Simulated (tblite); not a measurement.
Compound: C4H6F4O.
SMILES with atom numbers: `[F:1][CH2:2][CH2:3][CH2:4][O:5][C:6]([F:7])([F:8])[F:9]` (hydrogens: H10, H11 on C2; H12, H13 on C3; H14, H15 on C4)

Computed with GFN2-xTB (tblite), gas phase: Langevin dynamics at 300 K from the optimised GFN2-xTB geometry, time step 0.5 fs, friction 0.01 fs⁻¹, 2000 steps. The instantaneous temperature is 2·E(kin)/(3Nk) with all 3N coordinates.

```
t (fs)  T (K)  E(pot) above start (eV)  F1–C2 (Å)  C2–C3 (Å)  C3–C4 (Å)  C4–O5 (Å)  O5–C6 (Å)  C2–H10 (Å)  F1–C2–C3–C4 (°)
     0    239                    0.000      1.374      1.523      1.522      1.445      1.315       1.093               68
    50    229                    0.246      1.378      1.527      1.508      1.445      1.320       1.078               63
   100    182                    0.394      1.355      1.523      1.549      1.491      1.294       1.147               62
   150    252                    0.382      1.392      1.532      1.538      1.431      1.315       1.107               64
   200    262                    0.503      1.347      1.518      1.536      1.463      1.325       1.072               76
   250    243                    0.340      1.374      1.534      1.492      1.488      1.372       1.104               78
   300    226                    0.340      1.350      1.557      1.542      1.425      1.324       1.075               76
   350    240                    0.385      1.417      1.519      1.554      1.450      1.278       1.110               80
   400    202                    0.510      1.319      1.562      1.535      1.474      1.300       1.050               77
   450    257                    0.601      1.385      1.540      1.536      1.404      1.265       1.111               71
   500    264                    0.608      1.335      1.536      1.526      1.509      1.288       1.088               69
   550    330                    0.413      1.384      1.582      1.550      1.435      1.340       1.111               75
   600    272                    0.319      1.344      1.560      1.540      1.420      1.345       1.063               64
   650    346                    0.454      1.379      1.550      1.517      1.478      1.307       1.123               53
   700    512                    0.625      1.382      1.623      1.491      1.459      1.257       1.080               25
   750    537                    0.788      1.419      1.532      1.578      1.418      1.335       1.084               30
   800    409                    0.560      1.392      1.507      1.459      1.496      1.361       1.132               55
   850    396                    0.464      1.344      1.522      1.538      1.390      1.353       1.080               67
   900    427                    0.499      1.371      1.530      1.548      1.471      1.342       1.110               59
   950    295                    0.620      1.410      1.510      1.482      1.403      1.342       1.093               45
  1000    313                    0.439      1.360      1.563      1.560      1.476      1.293       1.108               71
```

Q: From 500 fs on, how do temperature and potential energy compare with equipartition?

A: The mean temperature of these 11 frames is 373 K against the target 300 K, and the mean potential energy 0.53 eV against 39 × kT/2 = 0.50 eV for 39 classical harmonic modes. For 15 atoms in a canonical ensemble the temperature itself scatters by T·√(2/(3N)) = 63 K; here its standard deviation is 88 K. These frames run hotter than the target by 24 %; at their own mean temperature equipartition would give 0.63 eV. The whole run lasts only 10 friction times of 100 fs, so these averages carry a wide statistical error.

Q: What are the kinetic and total energies of the listed frame with the highest potential energy?

A: The one at 750 fs, 0.788 eV above the start. Its kinetic energy is 3NkT/2 = 1.041 eV at 537 K, so the sum is 1.83 eV; over the listed frames the sum runs from 0.46 to 1.83 eV, since the thermostat adds and removes energy.

Q: How much do the listed bonds fluctuate from 500 fs on?

A: 
```csv
bond,at the start (Å),mean (Å),standard deviation (Å)
F1–C2,1.374,1.375,0.026
C2–C3,1.523,1.547,0.033
C3–C4,1.522,1.526,0.034
C4–O5,1.445,1.450,0.038
O5–C6,1.315,1.324,0.031
C2–H10,1.093,1.097,0.020
```

The motion is classical and holds no zero-point motion.

The cost below is that of the whole dynamics run. On an Arm Neoverse V2 with one thread (shared host), this took 9.2 s of wall time and 0.18 GiB of memory at its peak.
